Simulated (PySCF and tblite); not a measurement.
C4H3N3S, numbered as in [cH:1]1[n:2][s:3][c:4]2[cH:5][n:6][nH:7][c:8]12.

Search: ETKDG and KDG, MMFF94s, GFN2-xTB, 90 starts; geometries at GFN2-xTB. Weights use PBE0-D3(BJ)/pcSseg-1 (IEF-PCM, benzene) energies plus GFN2-xTB zero-point and thermal terms (modes under about 100 cm⁻¹ blended into free rotors). Symmetry numbers and mirror images are counted. Conformers within 2.5 kcal/mol (GFN2-xTB free energy) were kept, 4 at most. GIAO shieldings: PBE0/pcSseg-1 (IEF-PCM, benzene). Shifts are against TMS (¹H), TMS (¹³C), NH3 (¹⁵N) at the same level. Run with PySCF (density fitting) and tblite.

(1) What shifts does this protocol give at 298.15 K under fast conformational exchange?

H on N, O and S are left out: they exchange, and hydrogen bonds move them by several ppm. Unscaled ¹⁵N shifts at such levels can be off by tens of ppm; differences between conformers or isomers are more reliable. Shifts are unscaled: against experiment ¹³C can be off by 15 ppm or more and ¹H by 0.8 ppm.

Results:

(1) ¹H: 8.50 (H1, 1H), 7.98 (H5, 1H) ppm. ¹³C: 155.2 (C4), 155.1 (C8), 140.6 (C1), 132.9 (C5) ppm. ¹⁵N: 361.5 (N6), 352.0 (N2), 197.2 (N7) ppm.


¹⁵N shifts are against a computed isolated NH3 molecule, about 20 ppm from the liquid.